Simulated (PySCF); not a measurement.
Isomers of C6H11ClOSi side by side.

PySCF, CAM-B3LYP/def2-SVPD, density fitting, gas phase; each molecule at its own PBE0-D3(BJ)/def2-SVP geometry, one conformer. Singlet excitations by full TDDFT with frozen cores, triplets by Tamm–Dancoff TDDFT and ionisation energies by ΔSCF, from the lowest of the holes tried. 

Reference: `C=CC[C@@H]1CCO[Si@@H]1Cl`, with HOMO energy -8.97 eV, LUMO energy 1.12 eV, lowest singlet excitation 7.33 eV, lowest triplet excitation 4.37 eV, mean polarisability 110.0 au and vertical ionisation energy 9.78 eV.

Changes against it:

| molecule | Δ electronic energy (kcal/mol) | Δ HOMO energy (eV) | Δ LUMO energy (eV) | Δ lowest singlet excitation (eV) | Δ lowest triplet excitation (eV) | Δ mean polarisability (au) | Δ vertical ionisation energy (eV) |
| --- | --- | --- | --- | --- | --- | --- | --- |
| C=C[C@@H]1C[Si@H](Cl)CCO1 | +22.8 | -0.02 | -0.15 | -0.33 | +0.02 | +3.2 | -0.16 |
| C=CC[C@@H]1[SiH2]OC[C@@H]1Cl | +39.7 | -0.01 | -0.14 | -0.20 | +0.01 | +1.4 | -0.02 |
| [SiH3]O[C@@H]1C[C@]2(Cl)C[C@H]1C2 | +46.4 | -0.50 | -0.12 | -0.10 | +2.55 | -1.4 | +0.38 |

Rows whose labels were lost:

```json
{"row": "P", "Δ electronic energy (kcal/mol)": "+22.2", "Δ HOMO energy (eV)": "+0.07", "Δ LUMO energy (eV)": "-0.02", "Δ lowest singlet excitation (eV)": "-0.31", "Δ lowest triplet excitation (eV)": "+0.01", "Δ mean polarisability (au)": "+1.7", "Δ vertical ionisation energy (eV)": "-0.26"}
{"row": "Q", "Δ electronic energy (kcal/mol)": "+37.6", "Δ HOMO energy (eV)": "-0.13", "Δ LUMO energy (eV)": "-0.37", "Δ lowest singlet excitation (eV)": "-0.36", "Δ lowest triplet excitation (eV)": "+0.01", "Δ mean polarisability (au)": "+1.7", "Δ vertical ionisation energy (eV)": "+0.09"}
```

Which row belongs to which of `C=CC[C@@H]1[SiH2]OC[C@H]1Cl` and `C=C[C@@H]1C[Si@@H](Cl)CCO1`?

P = `C=C[C@@H]1C[Si@@H](Cl)CCO1` and Q = `C=CC[C@@H]1[SiH2]OC[C@H]1Cl`. P and Q are told apart most clearly by the electronic energy (+22.2 against +37.6 kcal/mol).

Which row has the smallest HOMO–LUMO gap and which the largest, and does the HOMO or the LUMO shift more there?

Smallest, counted from the reference: Q, -0.24 eV (HOMO -0.13, LUMO -0.37), the larger shift being that of the LUMO. Largest: `[SiH3]O[C@@H]1C[C@]2(Cl)C[C@H]1C2`, +0.38 eV (HOMO -0.50, LUMO -0.12), the larger shift being that of the HOMO.
